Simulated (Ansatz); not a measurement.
Sn2Se2. Charge 0, multiplicity 1. Geometry PBE-D4/def2-SVP.

```xyz
4

Sn   -0.9453    0.7017   -1.2647
Sn    1.3584   -0.5473    0.9170
Se   -0.1071    1.6329    1.0508
Se   -0.3059   -1.7873   -0.7031
```

In the def2 sets Sn takes a core potential; there is no spin–orbit coupling. LC-ωPBE has ω = 0.4 bohr⁻¹. The structure comes from a short search, and lower isomers may exist.

Question: Estimate the orbital energies around the gap (eV) in Ansatz with PBE0-D4/def2-SVP, PBE0-D4/def2-TZVP, PBE0-D4/def2-TZVPD, BHLYP-D4/def2-TZVP, LC-ωPBE/def2-TZVP.

Answer: 
```csv
orbital,PBE0-D4/def2-SVP,PBE0-D4/def2-TZVP,PBE0-D4/def2-TZVPD,BHLYP-D4/def2-TZVP,LC-ωPBE/def2-TZVP
HOMO−9,-18.88,-18.83,-18.85,-20.70,-22.47
HOMO−8,-17.87,-17.86,-17.88,-19.66,-21.26
HOMO−7,-12.62,-12.59,-12.61,-13.77,-15.72
HOMO−6,-12.14,-12.12,-12.14,-13.23,-15.05
HOMO−5,-8.51,-8.48,-8.50,-9.34,-10.96
HOMO−4,-7.82,-7.84,-7.86,-8.70,-10.41
HOMO−3,-7.50,-7.51,-7.53,-8.26,-9.84
HOMO−2,-7.48,-7.49,-7.51,-8.26,-9.78
HOMO−1,-6.43,-6.50,-6.52,-7.30,-8.88
HOMO,-6.24,-6.27,-6.29,-6.97,-8.43
LUMO,-2.76,-2.77,-2.78,-2.06,-0.89
LUMO+1,-2.58,-2.62,-2.65,-1.91,-0.79
LUMO+2,-1.15,-1.26,-1.33,-0.55,0.59
LUMO+3,-0.80,-1.00,-1.08,-0.31,0.75
LUMO+4,0.02,-0.20,-0.36,0.56,1.70
LUMO+5,0.21,0.05,-0.02,0.81,1.93
```
